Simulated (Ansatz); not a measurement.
`N=C=C(O)[SiH3]` and `N=C=C(N)O` differ in one atom or group.

Ansatz, PBE0-D4/def2-TZVP geometries, multiplicity 1. Each molecule was computed in one conformer, which needn't be the lowest.

```json
{"property": "LUMO energy (PBE0/def2-TZVPP) / eV", "`N=C=C(O)[SiH3]`": "-0.93"}
{"property": "size of the dipole moment (B3LYP/def2-TZVPP) / D", "`N=C=C(O)[SiH3]`": "2.40"}
{"property": "HOMO–LUMO gap (PBE/def2-TZVPP) / eV", "`N=C=C(O)[SiH3]`": "3.34"}
{"property": "zero-point energy (PBE0-D4/def2-TZVP) / kJ/mol", "`N=C=C(O)[SiH3]`": "170.3"}
{"property": "size of the dipole moment (ωB97M-V/def2-TZVPP) / D", "`N=C=C(O)[SiH3]`": "2.42"}
{"property": "HOMO energy (B3LYP/def2-TZVPP) / eV", "`N=C=C(O)[SiH3]`": "-6.32"}
```

Give the same properties after the change, and the shifts. (Estimate.)

The calculation gave: 
```
                                          property  `N=C=C(N)O`  shift
                LUMO energy (PBE0/def2-TZVPP) / eV        -0.57   0.36
  size of the dipole moment (B3LYP/def2-TZVPP) / D         0.72  -1.68
               HOMO–LUMO gap (PBE/def2-TZVPP) / eV         2.71  -0.63
    zero-point energy (PBE0-D4/def2-TZVP) / kJ/mol        176.4    6.1
size of the dipole moment (ωB97M-V/def2-TZVPP) / D         0.73  -1.69
               HOMO energy (B3LYP/def2-TZVPP) / eV        -5.41   0.91
```

With PBE0 the HOMO rises by 0.94 eV and the LUMO rises by 0.36 eV, so the gap narrows by about 0.58 eV. PBE moves the HOMO by 0.96 eV and ωB97M-V by 0.92 eV. The zero-point energy changes by 6.1 kJ/mol with -3 modes. Dipoles are sizes alone; their direction can turn.

Positive LUMOs are unbound, so they and the gaps depend on the basis.

B3LYP here is the variant with VWN-RPA as its local correlation; programs differ in this.
